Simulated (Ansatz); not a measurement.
`[CH3][Al-]1([Cl])[O]C=CC=[O+]1` + H₂O → `[CH3][Al-]1([OH])[O]C=CC=[O+]1` + HCl at 500 K and 1 bar (formal hydrolysis of the Al–Cl bond).

Calculated with Ansatz (gas phase, PBE0-D4/def2-TZVP geometries, no zero-point term in ΔE). CCSD(T)/CBS is the MP2 limit (def2-TZVPP, def2-QZVPP) plus CCSD(T) − MP2 in def2-TZVPP, frozen cores. This one scheme is used for every species. One conformer a species, not always the lowest.

| species | CCSD(T)/CBS energy (Eh) | H − E (kJ/mol) | S (J/(mol·K)) |
| --- | --- | --- | --- |
| `[CH3][Al-]1([Cl])[O]C=CC=[O+]1` | -1008.12664 | 315.8 | 494.7 |
| H₂O | -76.37941 | 73.2 | 206.3 |
| `[CH3][Al-]1([OH])[O]C=CC=[O+]1` | -624.10852 | 349.9 | 502.5 |
| HCl | -460.38127 | 32.5 | 201.9 |

H − E and S are ideal-gas, rigid-rotor, harmonic terms from PBE0-D4/def2-TZVP, for one conformer and one mirror image of each species. 1 Eh = 2625.50 kJ/mol, R = 8.31446 J/(mol·K).

By hand: ΔE, ΔH, ΔS and ΔG.

ΔE = (-624.10852) + (-460.38127) − (-1008.12664) − (-76.37941) = 0.01626 Eh = 42.7 kJ/mol. Δ(H − E) = 349.9 + 32.5 − 315.8 − 73.2 = -6.6, so ΔH = 36.1 kJ/mol. ΔS = 502.5 + 201.9 − 494.7 − 206.3 = 3.4 J/(mol·K). ΔG = 36.1 − 500 × (3.4)/1000 = 34.4 kJ/mol.

By hand: the equilibrium constant, and the temperature at which ΔG would vanish if ΔH and ΔS stayed fixed.

log₁₀ K = −ΔG/(RT ln 10) = -3.6. ΔG = 0 at ΔH/ΔS = 10618 K, far beyond where these terms or the molecules hold.

The number of gas molecules stays the same, so ΔS is small and ΔH decides. A doubt of 5 kJ/mol in ΔE shifts log₁₀ K by 0.5 here. Other conformers and mirror images would add mixing entropy, several J/(mol·K) or more a flexible species. Modes under 60 cm⁻¹, often nearly free rotors, make the harmonic entropy too high. These are equilibria of isolated gas molecules and say nothing of rates. Largest T1 diagnostic: 0.017 (customary marks: 0.02 for closed shells, 0.045 for open ones).
